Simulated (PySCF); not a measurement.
A structure optimised at PBE-D3(BJ)/def2-SVP, used in a PySCF frequency run:

```
Mo
O 1 1.6981
O 1 1.6981 2 110.68
F 1 1.8675 2 110.09 3 121.94
N 1 1.9289 2 107.80 3 -117.67
H 5 1.0260 1 123.71 2 142.31
H 5 1.0260 6 111.15 1 166.74
```
Charge 0, spin multiplicity 1.

Write its SMILES, formula and point group.

[NH2][Mo](=[O])(=[O])[F], FH2MoNO2, Cs

What are its rotational constants (standard atomic weights)?

3.7352, 3.3052, 3.1496 GHz
